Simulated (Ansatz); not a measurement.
Reaction (redistribution): PH₃ + `O[SiH2][SiH2][SeH]` → `O[SiH2][SiH2]P` + H₂Se

Isolated molecules relaxed with PBE0-D4/def2-TZVP in Ansatz; ΔE leaves out vibrations. CCSD(T)/CBS adds triple-zeta CCSD(T) − MP2 to the extrapolated MP2 energy (def2 sets, frozen cores). This one scheme is used for every species. DFT in def2-TZVPP. B3LYP here is the variant with VWN-RPA as its local correlation; programs differ in this. For Se outer-core shells are correlated without core-valence functions, which leaves a few kJ/mol of doubt a bond. Scalar relativity is left out up to krypton. Each species was taken in one conformer, which may not be the lowest.

PH₃:

```xyz
4

P    -0.164   -0.093   -0.549
H    -0.851   -0.639    0.568
H    -0.095    1.202    0.029
H     1.110   -0.469   -0.047
```

`O[SiH2][SiH2][SeH]`:

Cartesian coordinates in Å:
```
O -0.416 -2.000 -0.252
Si 0.879 -0.985 -0.135
Si 0.064 1.188 -0.467
Se -1.952 1.198 0.649
H -1.250 -1.623 0.048
H 1.876 -1.417 -1.146
H 1.514 -1.040 1.213
H 0.943 2.288 0.012
H -0.332 1.457 -1.874
H -1.327 0.934 1.953
```

`O[SiH2][SiH2]P`:

Cartesian coordinates in Å:
```
O 1.310 0.671 -1.365
Si -0.281 0.893 -0.968
Si -0.494 0.117 1.225
P 0.317 -1.978 1.472
H 1.594 0.943 -2.238
H -0.672 2.327 -1.111
H -1.176 0.108 -1.871
H 0.235 1.001 2.176
H -1.931 0.104 1.617
H -0.390 -2.481 0.346
H 1.488 -1.703 0.716
```

H₂Se:

Cartesian coordinates in Å:
```
Se -0.643 -0.024 0.233
H 0.633 -0.590 0.683
H 0.010 0.614 -0.915
```

```json
{"level": "r2SCAN-D4", "ΔE (kJ/mol)": "41.2", "difference from CCSD(T)/CBS": "-2.3"}
{"level": "PBE0-D4", "ΔE (kJ/mol)": "39.9", "difference from CCSD(T)/CBS": "-3.6"}
{"level": "B2PLYP", "ΔE (kJ/mol)": "42.5", "difference from CCSD(T)/CBS": "-1.0"}
{"level": "PBE", "ΔE (kJ/mol)": "38.6", "difference from CCSD(T)/CBS": "-4.9"}
{"level": "PBE0", "ΔE (kJ/mol)": "39.6", "difference from CCSD(T)/CBS": "-3.9"}
{"level": "B3LYP", "ΔE (kJ/mol)": "40.9", "difference from CCSD(T)/CBS": "-2.6"}
{"level": "HF/def2-TZVPP", "ΔE (kJ/mol)": "44.6", "difference from CCSD(T)/CBS": "1.1"}
{"level": "MP2/def2-TZVPP", "ΔE (kJ/mol)": "45.3", "difference from CCSD(T)/CBS": "1.8"}
{"level": "SCS-MP2/def2-TZVPP", "ΔE (kJ/mol)": "44.7", "difference from CCSD(T)/CBS": "1.2"}
{"level": "CCSD/CBS(def2)", "ΔE (kJ/mol)": "43.6", "difference from CCSD(T)/CBS": "0.1"}
{"level": "CCSD(T)/CBS", "ΔE (kJ/mol)": "43.5", "difference from CCSD(T)/CBS": "0"}
```

Largest T1 diagnostic among the species: 0.013.
